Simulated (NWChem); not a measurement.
System: CH₃NO₃Si; SMILES [SiH](O)(O)OC#N

```xyz
9

N      0.1563    -3.0180     0.1461
C     -0.1532    -1.9104    -0.1062
O     -0.5259    -0.7130    -0.4137
Si     0.0472     0.7416     0.3482
O     -1.0804     1.8632    -0.1042
O      1.5329     1.1813    -0.2079
H      0.1849     0.4367     1.7925
H     -2.0095     1.5750    -0.1342
H      1.5765     1.5425    -1.1114
```
Atoms are numbered in this order, from 1.

Coordinates come from a PBE-D3(BJ)/def2-SVP optimisation.

**Question.** List the 4 lowest vertical singlet excitations from LRC-wPBEh/6-31G* (spherical d), TDA (NWChem).

**Answer.** 
```csv
state,energy (eV),oscillator strength,leading excitation (squared amplitude)
S1,7.68,0.000,HOMO → LUMO+3 (0.75)
S2,8.10,0.001,HOMO → LUMO+2 (0.56)
S3,8.18,0.001,HOMO−1 → LUMO+3 (0.39)
S4,8.32,0.000,HOMO−1 → LUMO+4 (0.69)
```
